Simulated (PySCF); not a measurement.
Job file and geometry (Å, from GFN2-xTB) of an NMR shielding run on `CCc1cc(F)c(F)p1CC`, C8H11F2P, GIAO PBE0/pcSseg-1 NMR shielding, non-relativistic, gas phase in PySCF; density fitting, a coarse starting grid and PySCF grid level 2 are the driver's defaults:

```
{"job": {"kind": "nmr", "xc": "PBE0", "basis": "pcSseg-1"}, "charge": 0, "multiplicity": 1}
C     -2.757099     1.048860     0.600807
C     -1.768978     1.118921    -0.563503
C     -0.888678    -0.086106    -0.574514
C     -0.938998    -1.101142    -1.456928
C      0.008024    -2.153725    -1.195681
F      0.078556    -3.219553    -2.007725
C      0.799301    -1.931587    -0.129728
F      1.745342    -2.768472     0.326338
P      0.278947    -0.444972     0.781883
C      1.663900     0.722385     0.311953
C      2.932031     0.387759     1.084792
H     -2.217799     0.988724     1.544588
H     -3.386531     0.167026     0.509216
H     -3.391607     1.931428     0.614420
H     -1.160048     2.020934    -0.457828
H     -2.311743     1.182478    -1.508916
H     -1.593936    -1.152125    -2.311190
H      1.828713     0.664795    -0.766798
H      1.318172     1.728739     0.562109
H      3.273788    -0.617394     0.848804
H      3.724009     1.088746     0.828450
H      2.754226     0.443666     2.157032
```

Q: What does the program print?

A: 
```
coarse grid: 19304 points
cycle   1  E = -851.5400443697  dE =  1.585e+00  |g| = 6.569e-01  |ddm| = 4.408e+00
cycle   2  E = -851.4777105262  dE =  6.233e-02  |g| = 8.929e-01  |ddm| = 1.197e+00
cycle   3  E = -851.6210823166  dE = -1.434e-01  |g| = 1.372e-01  |ddm| = 7.765e-01
cycle   4  E = -851.6247393125  dE = -3.657e-03  |g| = 5.569e-02  |ddm| = 1.842e-01
cycle   5  E = -851.6254526371  dE = -7.133e-04  |g| = 1.819e-02  |ddm| = 6.663e-02
cycle   6  E = -851.6255238238  dE = -7.119e-05  |g| = 5.912e-03  |ddm| = 2.445e-02
cycle   7  E = -851.6255322904  dE = -8.467e-06  |g| = 1.064e-03  |ddm| = 7.077e-03
final grid: 183896 points
cycle   8  E = -851.7061640505  dE = -5.742e-05  |g| = 1.095e-02  |ddm| = 4.187e-02
cycle   9  E = -851.7061438893  dE =  2.016e-05  |g| = 1.483e-02  |ddm| = 2.332e-02
cycle  10  E = -851.7061925882  dE = -4.870e-05  |g| = 1.861e-03  |ddm| = 1.471e-02
cycle  11  E = -851.7061932384  dE = -6.501e-07  |g| = 4.101e-04  |ddm| = 1.928e-03
cycle  12  E = -851.7061932702  dE = -3.186e-08  |g| = 2.046e-04  |ddm| = 5.799e-04
cycle  13  E = -851.7061932794  dE = -9.184e-09  |g| = 4.702e-05  |ddm| = 2.297e-04
cycle  14  E = -851.7061932800  dE = -5.275e-10  |g| = 1.391e-05  |ddm| = 6.555e-05
converged SCF energy = -851.7061932800

GIAO shielding tensors (ppm)
atom      isotropic    diamagn.    paramagn.     s11        s22        s33       span
  0 C      163.163     247.404     -84.241    148.754    156.435    184.299     35.545
  1 C      156.350     244.891     -88.541    143.264    155.939    169.847     26.583
  2 C       30.677     269.920    -239.243    -71.005      4.449    158.588    229.592
  3 C       56.146     256.293    -200.146    -32.165     70.690    129.914    162.080
  4 C       32.422     257.229    -224.807    -31.488     53.986     74.769    106.257
  5 F      311.991     470.546    -158.555    212.583    304.048    419.344    206.761
  6 C       19.029     264.424    -245.394    -27.501     12.265     72.325     99.826
  7 F      333.538     471.890    -138.352    254.803    279.611    466.199    211.396
  8 P      362.107     970.017    -607.911    308.116    374.494    403.710     95.594
  9 C      158.003     253.170     -95.167    145.216    154.891    173.900     28.684
 10 C      172.864     245.866     -73.003    163.171    167.666    187.754     24.583
 11 H       30.498      30.509      -0.011     25.563     31.268     34.661      9.098
 12 H       30.672      29.592       1.080     26.925     29.080     36.012      9.086
 13 H       30.365      27.629       2.736     26.048     26.882     38.164     12.117
 14 H       29.428      31.868      -2.440     24.902     29.514     33.867      8.965
 15 H       29.297      31.367      -2.070     24.699     28.443     34.747     10.048
 16 H       25.167      33.218      -8.051     22.912     24.374     28.215      5.303
 17 H       30.185      33.408      -3.223     25.060     30.358     35.138     10.078
 18 H       29.638      33.166      -3.528     23.839     29.979     35.095     11.256
 19 H       30.157      29.239       0.918     24.071     30.813     35.589     11.518
 20 H       30.103      27.013       3.090     25.051     26.935     38.323     13.272
 21 H       30.286      28.780       1.507     26.180     28.315     36.363     10.183
```

Size and cost of the density-fitted run: 249 basis functions, roughly 2.6 core-minutes.
